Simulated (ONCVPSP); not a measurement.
**Ni (Z = 28): one change to an ONCV potential, before and after**

```
Element                 : nickel
Generator               : ONCVPSP 4.0.1
Type                    : optimised norm-conserving Vanderbilt (ONCV)
Functional              : PBE
Relativity              : scalar-relativistic
Frozen core             : [Ne]
Valence charge          : 18
Reference configuration : 3s2 3p6 3d8 (charge +2)
Partial waves           : 3s: rc 0.85 bohr, ncon 4, nbas 9, qcut 8.4 1/bohr, 1 projector; 3p: rc 1.00 bohr, ncon 5, nbas 9, qcut 12.5 1/bohr, 2 projectors, debl 2.1 Ha; 3d: rc 1.50 bohr, ncon 3, nbas 8, qcut 9.4 1/bohr, 2 projectors, debl 1.8 Ha
Local potential         : polynomial inside 0.60 bohr (lpopt 5, dvloc0 6 Ha)
Core correction         : none
```

In the p channel the program set the typed energies aside and used -3.348, 0.250 Ha.

Change: s: rc 0.74.

Cutoffs: the cutoffs (Ha) at which the residual kinetic energy of the hardest occupied pseudo-wave falls to 1 and 0.1 mHa per electron; they do not see the model core or the augmentation charge, which bear on the density cutoff. Errors are all-electron minus pseudo energies relative to the spin-unpolarised reference configuration.

How do hardness, ghosts and transferability respond?

The potential gets harder (286 Ha and 342 Ha → 403 Ha and 463 Ha); of the 4 tests that both files solve, the error grows in 0 and shrinks in 3 by more than 15 % and 0.3 meV (median size 585.0 → 375.5 meV); neither file shows a bound ghost. A smaller radius makes the pseudo-wave follow the all-electron one further in, where it bends more sharply, so more plane waves are needed. Less of the atom is replaced, so other configurations are described better.

```tsv
quantity	base	changed
cutoff, loose	286 Ha	403 Ha
cutoff, tight	342 Ha	463 Ha
loose cutoff by channel	s 286 Ha, p 38 Ha, d 38 Ha	s 403 Ha, p 38 Ha, d 38 Ha
bound ghosts	none	none
GHOST(+) flags under 300 eV	none	none
error for 3s2 3p6 3d8 4s2, meV [ΔE -26.67 eV]	+710	+457
error for 3s2 3p6 3d8 4s1, meV [ΔE -17.35 eV]	+460	+294
error for 3s2 3p6 3d7, meV [ΔE 37.47 eV]	+112	+112
error for 3s2 3p6 3d7 4s2, meV [ΔE -10.55 eV]	+1391	+947
p: phases at 1.01 bohr within 0.05 rad from the reference energy up to (Ha; the scan ends near 5)	to the end of the scan	to the end of the scan
d: phases at 1.52 bohr within 0.05 rad from the reference energy up to (Ha; the scan ends near 5)	to the end of the scan	to the end of the scan
```
